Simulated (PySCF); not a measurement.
4-trifluoromethoxytoluene, C₈H₇F₃O.
Bonds: C1–C2, C2–C3 (aromatic), C3–C4 (aromatic), C4–C5 (aromatic), C5–O6, O6–C7, C7–F8, C7–F9, C7–F10, C5–C11 (aromatic), C11–C12 (aromatic), C2–C12 (aromatic). Hydrogens: H13, H14, H15 on C1; H16 on C3; H17 on C4; H18 on C11; H19 on C12.

Computed with PBE0-D3(BJ)/def2-SVP geometry optimisation, gas phase (PySCF 2.14.0).

Give the optimised bond lengths and angles.

```
                  bond  length (Å)     order
                 C1–C2       1.501    single
         C2–C3, C2–C12       1.399  aromatic
        C3–C4, C11–C12       1.392  aromatic
         C4–C5, C5–C11       1.392  aromatic
                 C5–O6       1.383    single
                 O6–C7       1.342    single
         C7–F8, C7–F10       1.334    single
                 C7–F9       1.319    single
C1–H13, C1–H14, C1–H15       1.101    single
       C3–H16, C12–H19       1.093    single
       C4–H17, C11–H18       1.090    single
```

Bonds in one row agree within 0.01 Å and their mean is given. Orders are formal, as drawn. A selection of angles:
```
    angle  degrees
 C1–C2–C3    121.2
C3–C2–C12    117.6
 C2–C3–C4    121.3
 C3–C4–C5    119.8
 C4–C5–O6    114.9
C4–C5–C11    120.5
O6–C5–C11    124.6
 C5–O6–C7    122.0
 O6–C7–F8    112.5
 O6–C7–F9    107.7
O6–C7–F10    112.4
 F8–C7–F9    108.6
F8–C7–F10    107.3
```

Torsions: C4–C5–O6–C7 168° (antiperiplanar); C5–O6–C7–F8 -55° (synclinal). The mirror-image conformer, all signs reversed, is as good.

The 6-membered ring C2–C3–C4–C5–C11–C12 has internal angles of 117.6° to 122.2° (sum 720°, against 720° for a flat polygon); it is planar, 0.00 Å rms from its mean plane, widest ring torsion 0°. Of the pairs four or more bonds apart, F10···H18 is among the closest relative to their van der Waals radii: 2.39 Å, 90 % of the sum of Bondi's values. The 2 C–O bonds span 1.342 Å (O6–C7, drawn single) to 1.383 Å (C5–O6, drawn single), a spread of 0.041 Å. The C–C distances run from 1.390 Å (C3–C4, aromatic) to 1.501 Å (C1–C2, drawn single), a spread of 0.111 Å.

Point group: C1 (no symmetry element, even within 0.4 Å). Not checked by PBE0-D3(BJ)/def2-SVP frequencies. One conformer, not necessarily the lowest.

Cost: about 8 min of CPU time on one thread; the machine was shared, so the figure is rough. This is the geometry optimisation.
